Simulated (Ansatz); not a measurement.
Geometry optimisation, RKS B3LYP-D4/def2-SVP (Ansatz).

The input (input.yaml):

```yaml
crystal:
  periodic: [false, false, false]
  atoms:
    - { symbol: Si, position_ang: [-0.3343, 0.1691, 1.3828] }
    - { symbol: "N", position_ang: [0.5332, -0.484, -0.44] }
    - { symbol: C, position_ang: [0.1329, 0.2148, -1.6382] }
    - { symbol: H, position_ang: [-0.3024, 1.6108, 1.4634] }
    - { symbol: H, position_ang: [-0.1616, -0.971, 2.2646] }
    - { symbol: O, position_ang: [-1.8996, 0.1367, 0.9062] }
    - { symbol: H, position_ang: [1.7275, -0.1526, 0.0519] }
    - { symbol: Cl, position_ang: [2.1323, 0.3991, 1.668] }
    - { symbol: H, position_ang: [0.5118, -1.4882, -0.5603] }
    - { symbol: H, position_ang: [0.1975, 1.2849, -1.4567] }
    - { symbol: H, position_ang: [-0.9019, -0.0279, -1.8985] }
    - { symbol: H, position_ang: [0.7756, -0.0397, -2.4859] }
    - { symbol: H, position_ang: [-2.411, -0.6521, 0.7427] }
basis:
  gaussian: { orbitals: def2-SVP }
hamiltonian:
  xc: b3lyp
  dispersion: d4
relax:
  f_tol: 0.15
  max_steps: 25
  restrain:
    - { distance: [0, 7], at: 3.43, k: 30.0 }
    - { distance: [6, 1], at: 2.32, k: 30.0 }
    - { distance: [0, 1], at: 1.82, k: 30.0 }
    - { distance: [6, 7], at: 1.33, k: 30.0 }
output:
  orbitals: {}
```

Launched with:

```bash
$ ansatz run input.yaml --threads 2 --pin off --max-ram 3072MiB --backend cpu --events-out ev --progress --plain --runs-dir out
```

Q: Where does it end, and by what steps?

A: The forces met the threshold. The restraints hold the end off the free minimum. After 9 steps the energy has fallen by 0.932 eV (the restraints' own energy left out); H7 moved furthest, 0.78 Å. Parted: Si1–Cl8. Joined: H7–Cl8.

```json
{"step": "0", "energy less start (eV)": "0.0000", "largest force component (eV/Å)": "2.732", "accepted": "yes"}
{"step": "1", "energy less start (eV)": "0.3374", "largest force component (eV/Å)": "3.355", "accepted": "yes"}
{"step": "2", "energy less start (eV)": "0.3255", "largest force component (eV/Å)": "5.835", "accepted": "yes"}
{"step": "3", "energy less start (eV)": "-0.2354", "largest force component (eV/Å)": "4.859", "accepted": "yes"}
{"step": "4", "energy less start (eV)": "-0.8451", "largest force component (eV/Å)": "1.736", "accepted": "yes"}
{"step": "5", "energy less start (eV)": "-0.8803", "largest force component (eV/Å)": "1.296", "accepted": "yes"}
{"step": "6", "energy less start (eV)": "-0.9157", "largest force component (eV/Å)": "0.795", "accepted": "yes"}
{"step": "7", "energy less start (eV)": "-0.8646", "largest force component (eV/Å)": "1.418", "accepted": "no"}
{"step": "8", "energy less start (eV)": "-0.9263", "largest force component (eV/Å)": "0.893", "accepted": "yes"}
{"step": "9", "energy less start (eV)": "-0.9318", "largest force component (eV/Å)": "0.905", "accepted": "yes"}
```

```xyz
13
Properties=species:S:1:pos:R:3
Si -0.552 0.059 1.070
N 0.234 -0.496 -0.439
C 0.056 0.226 -1.693
H -0.177 1.474 1.255
H -0.052 -0.870 2.118
O -2.221 0.095 1.016
H 2.221 -0.003 0.635
Cl 2.802 0.441 1.731
H 0.315 -1.503 -0.556
H 0.110 1.309 -1.490
H -0.914 0.032 -2.189
H 0.859 -0.013 -2.411
H -2.682 -0.750 0.953
```

Run time: 22 s on 2 threads of AMD EPYC 9R45 96-Core Processor (Zen 5) (shared host), peak memory 0.3 GiB.
